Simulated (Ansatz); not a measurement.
Relaxation of FH7W (9 atoms, charge 0, multiplicity 1), to a largest force component of 0.03 eV/Å in at most 50 steps.

Method: RKS B3LYP/def2-SVP (Ansatz 0.2.0).

```xyz
9
Properties=species:S:1:pos:R:3
W -0.402 -0.408 0.328
F 0.111 0.073 2.062
H 1.130 -0.028 -0.163
H -0.057 1.116 -0.206
H -1.745 0.313 -0.437
H 0.261 -1.763 -0.470
H -0.104 -0.160 -1.321
H 1.546 1.644 1.119
H 1.566 1.614 1.835
```

Task: Where does it end, and by what steps?

Result: The run converged. The force dipped under the threshold on the way, but the program's further checks kept it going. After 31 steps the energy has fallen by 0.341 eV; H8 moved furthest, 2.04 Å.

```json
{"step": "0", "energy less start (eV)": "0.0000", "largest force component (eV/Å)": "1.659", "accepted": "yes"}
{"step": "2", "energy less start (eV)": "-0.2397", "largest force component (eV/Å)": "0.306", "accepted": "yes"}
{"step": "4", "energy less start (eV)": "-0.3014", "largest force component (eV/Å)": "0.174", "accepted": "yes"}
{"step": "6", "energy less start (eV)": "-0.3143", "largest force component (eV/Å)": "0.080", "accepted": "yes"}
{"step": "8", "energy less start (eV)": "-0.3194", "largest force component (eV/Å)": "0.125", "accepted": "yes"}
{"step": "10", "energy less start (eV)": "-0.3260", "largest force component (eV/Å)": "0.038", "accepted": "yes"}
{"step": "12", "energy less start (eV)": "-0.3288", "largest force component (eV/Å)": "0.084", "accepted": "yes"}
{"step": "14", "energy less start (eV)": "-0.3309", "largest force component (eV/Å)": "0.063", "accepted": "yes"}
{"step": "16", "energy less start (eV)": "-0.3335", "largest force component (eV/Å)": "0.065", "accepted": "yes"}
{"step": "18", "energy less start (eV)": "-0.3357", "largest force component (eV/Å)": "0.144", "accepted": "yes"}
{"step": "20", "energy less start (eV)": "-0.3378", "largest force component (eV/Å)": "0.125", "accepted": "yes"}
{"step": "22", "energy less start (eV)": "-0.3396", "largest force component (eV/Å)": "0.017", "accepted": "yes"}
{"step": "24", "energy less start (eV)": "-0.3387", "largest force component (eV/Å)": "0.178", "accepted": "no"}
{"step": "26", "energy less start (eV)": "-0.3410", "largest force component (eV/Å)": "0.068", "accepted": "yes"}
{"step": "28", "energy less start (eV)": "-0.3412", "largest force component (eV/Å)": "0.035", "accepted": "yes"}
{"step": "30", "energy less start (eV)": "-0.3414", "largest force component (eV/Å)": "0.038", "accepted": "yes"}
{"step": "31", "energy less start (eV)": "-0.3415", "largest force component (eV/Å)": "0.025", "accepted": "yes"}
```

```xyz
9
Properties=species:S:1:pos:R:3
W -0.507 -0.517 0.149
F 0.402 0.415 1.531
H 0.856 -0.323 -0.765
H -0.303 0.834 -0.782
H -2.014 0.003 -0.456
H 0.023 -2.032 -0.426
H -0.652 -0.679 -1.526
H 2.496 2.610 2.642
H 2.004 2.090 2.380
```

Whether the end is a true minimum wasn't checked by a vibrational analysis.

The run took 55 s on 2 threads of Arm Neoverse V2, with other jobs on the host, peak memory 0.15 GiB.
